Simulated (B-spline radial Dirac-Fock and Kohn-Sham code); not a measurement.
**X-ray form factors of praseodymium in several charge states**

Calculated with a radial B-spline solver, using relativistic Hartree-Fock (Dirac-Fock) wave functions, averaged over the configuration.

Configurations: Pr¹⁰⁺ [Kr] 4d10 5s2 5p1; Pr¹²⁺ [Kr] 4d10 5s1; Pr¹⁵⁺ [Kr] 4d8; Pr¹⁷⁺ [Kr] 4d6; Pr¹⁸⁺ [Kr] 4d5; Pr²³⁺ [Ar] 3d10 4s2 4p6. The first column is f₀ of Pr¹⁰⁺, the others are differences from it.

```
s (Å⁻¹)   Pr¹⁰⁺  Δ Pr¹²⁺  Δ Pr¹⁵⁺  Δ Pr¹⁷⁺  Δ Pr¹⁸⁺  Δ Pr²³⁺
      0  49.000   -2.000   -5.000   -7.000   -8.000  -13.000
   0.05  48.693   -1.921   -4.860   -6.836   -7.825  -12.776
    0.1  47.799   -1.699   -4.463   -6.368   -7.324  -12.132
   0.15  46.399   -1.374   -3.869   -5.660   -6.563  -11.139
    0.2  44.608   -1.000   -3.160   -4.802   -5.635   -9.903
   0.25  42.555   -0.632   -2.425   -3.890   -4.641   -8.537
    0.3  40.363   -0.315   -1.739   -3.011   -3.669   -7.149
   0.35  38.135   -0.076   -1.155   -2.225   -2.786   -5.823
    0.4  35.950   +0.079   -0.699   -1.568   -2.032   -4.615
   0.45  33.856   +0.154   -0.372   -1.050   -1.420   -3.555
    0.5  31.885   +0.169   -0.159   -0.662   -0.945   -2.652
    0.6  28.350   +0.098   +0.023   -0.195   -0.332   -1.289
    0.7  25.362    0.000   +0.039   +0.010   -0.025   -0.418
    0.8  22.887   -0.058   +0.015   +0.086   +0.110   +0.085
    0.9  20.869   -0.070   -0.001   +0.103   +0.151   +0.318
      1  19.238   -0.053   -0.003   +0.090   +0.138   +0.364
    1.1  17.908   -0.027   -0.001   +0.061   +0.096   +0.295
    1.2  16.794   -0.005    0.000   +0.024   +0.041   +0.168
    1.4  14.926   +0.015   -0.014   -0.047   -0.061   -0.100
    1.6  13.255   +0.011   -0.033   -0.090   -0.120   -0.264
```
